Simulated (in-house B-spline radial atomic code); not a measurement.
## RPA and G0W0 on Hartree-Fock: Ar3+

Configuration [Ne] 3s2 3p3, highest spin, mean-field start Hartree-Fock. Computed with a B-spline radial code for spherical atoms: all electrons, non-relativistic, point nucleus, each spin shell either full or empty, empty states to l = 9 with an (l + 1/2)⁻⁴ tail; G0W0 by contour deformation at full frequency.

Command:
```bash
python run_gw.py task.json out
```
Settings (radii: box in bohr, nucleus in fm):
```
Z                        18
electrons                15
configuration            [Ne] 3s2 3p3
hamiltonian              nr
method                   hf
lmax                     9
spin_polarised           True
box_radius               14.14
intervals                49
```

Cost of the run: 2.1 s on 1 thread of Arm Neoverse N1, with other jobs on the host.

Energies (hartree):

| term | value |
| --- | --- |
| mean-field total | -523.86645 |
| Hartree-Fock functional on these orbitals | -523.86645 |
| direct second order | -0.88973 |
| second-order exchange | 0.32405 |
| SOSEX correction | 0.30215 |

Problem. What is the RPA correlation energy, and what remains with SOSEX?

Solution. RPA gives -0.80822 hartree (-1.47 eV per electron); RPA + SOSEX gives -0.50607, and the second-order doubles (MP2) -0.56568 hartree. SOSEX takes back 37 % of the RPA value.

Quasi-particle levels (eV):

```csv
level,occupied,mean field,Σx - vxc,Σc,QP weight,G0W0
3p up,yes,-59.22,0.00,?,?,?
3s down,yes,-67.42,0.00,-2.16,0.966,-69.58
3s up,yes,-79.84,0.00,3.41,0.855,-76.44
2p down,yes,-306.85,0.00,4.83,0.948,-302.02
3p down,no,-38.42,0.00,-2.28,0.967,-40.70
```

G0W0 = mean field + (Σx - vxc) + Σc, with Σc (partial-wave tail included) taken at the quasi-particle energy. Only the outer levels were computed.

Problem. Where does G0W0 put 3p up?

Solution. At -59.63 eV, with Σc = -0.41 eV and a quasi-particle weight of 0.966. The tabulated removal energy is 59.58 ± 0.18 eV (NIST, semi-empirical); the calculation leaves out relativity, Breit and QED terms, and what these don't explain is the method's own error.
